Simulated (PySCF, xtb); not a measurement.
BrH4NSn, SMILES [NH2][SnH2][Br].

GFN2-xTB run with xtb at its own geometry gives an orbital gap of 4.09 eV and a dipole moment of 5.43 D.

The structure is a stationary point at B3LYP-D3(BJ)/def2-SVP. The structure was generated by enumeration; whether it is a known compound was not checked. The def2 effective core potentials stand for the cores of Sn; spin–orbit coupling is left out. The values are those of a single conformer.

Problem. What does ωB97X/def2-TZVPD (PySCF) give? (An estimate is asked for; the answer gives what the named calculation found.)

Solution. gap 10.86 eV (levels -10.03 and 0.83 eV), dipole 3.53 D.
